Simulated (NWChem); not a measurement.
System: BiHBr2; SMILES [Br][BiH][Br]

Results from NWChem. Medium grid unless said otherwise, to which SCAN and Minnesota functionals are sensitive. Structure relaxed at the PBE0/def2-SVP level. def2 effective core potentials on Bi; no spin-orbit coupling. Total energies of different functionals are on different scales.

| level | energy (Ha) | highest occupied level (eV) | orbital gap (eV) | dipole (D) |
|---|---|---|---|---|
| B3LYP/def2-SVP | -5363.1216 | -7.42 | 4.84 | 3.58 |
| PBE/def2-SVP | -5362.2481 | -6.48 | 3.42 | 3.38 |
| MN15-L/def2-SVP | -5362.4531 | -6.94 | 4.07 | 3.91 |
| Hartree-Fock/def2-SVP | -5358.4074 | -10.24 | 10.79 | 4.31 |
| PW6B95/def2-SVP | -5365.3565 | (withheld) | (withheld) | 3.71 |
| B97-2/def2-SVP | -5364.5696 | -7.48 | 5.02 | 3.74 |
| M06-L/def2-SVP | -5362.9325 | -6.75 | 3.99 | 3.85 |
| revPBE/def2-SVP | -5362.6299 | -6.45 | 3.47 | 3.45 |

### Question
Fill in the missing entries.

### Answer

- PW6B95/def2-SVP, highest occupied level (eV): -7.73
- PW6B95/def2-SVP, orbital gap (eV): 5.39
